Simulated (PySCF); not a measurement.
Species: C₉H₉NS.
Atom-mapped SMILES: `[CH3:1][CH2:2][c:3]1[cH:4][s:5][c:6]2[cH:7][n:8][cH:9][cH:10][c:11]12`

Probes without a nucleus sit at each ring's centroid and 1 Å off its mean plane on both sides; NICS is minus the shielding there, NICSzz its component along the normal. Level: GIAO PBE0/pcSseg-1 (PySCF, non-relativistic, gas phase) on the PBE0-D3(BJ)/def2-SVP geometry, one conformer.

Rings: 1. C3–C4–S5–C6–C11; 2. C6–C7–N8–C9–C10–C11.

| set | NICS(0) | NICS(1), two faces | NICS(1)zz, two faces |
| --- | --- | --- | --- |
| P | -8.7 | -11.7 / -11.6 | -29.2 / -28.8 |
| Q | -11.2 | -10.7 / -10.6 | -23.1 / -22.6 |

Question: Which set (ppm) belongs to which ring?

Answer: P = 2, Q = 1.
- 1 (5-membered ring with S; formal bonds all aromatic): mean NICS(1)zz -22.8 ppm, shielded. The ring is flat and has no four-coordinate atom; by the NICS criterion it is aromatic, though in fused rings the probe also feels the neighbouring ring.
- 2 (6-membered ring with N; formal bonds all aromatic): mean NICS(1)zz -29.0 ppm, shielded. The ring is flat and has no four-coordinate atom; by the NICS criterion it is aromatic, though in fused rings the probe also feels the neighbouring ring.

Question: How do the rings differ in shape?

Answer: 
| ring | bond lengths (Å) | rms pucker (Å) | HOMA | nearest outside atom to a NICS(1) probe (Å) |
| --- | --- | --- | --- | --- |
| 1 | 1.365, 1.731, 1.736, 1.413, 1.443 | 0.00 | 0.66 | hydrogen 2.54 |
| 2 | 1.400, 1.321, 1.342, 1.387, 1.405, 1.413 | 0.00 | 0.95 | hydrogen 2.62 |

HOMA = 1 − mean of α(R − Ropt)² over the ring bonds, with Krygowski's 1993 parameters (CC: Ropt 1.388 Å, α 257.7 Å⁻²; CN: Ropt 1.334 Å, α 93.52 Å⁻²; CS: Ropt 1.677 Å, α 94.09 Å⁻²).

Shape of the structure used: `[CH3:1][CH2:2][c:3]1[cH:4][s:5][c:6]2[cH:7][n:8][cH:9][cH:10][c:11]12`: C1–C2–C3–C4 -102°.
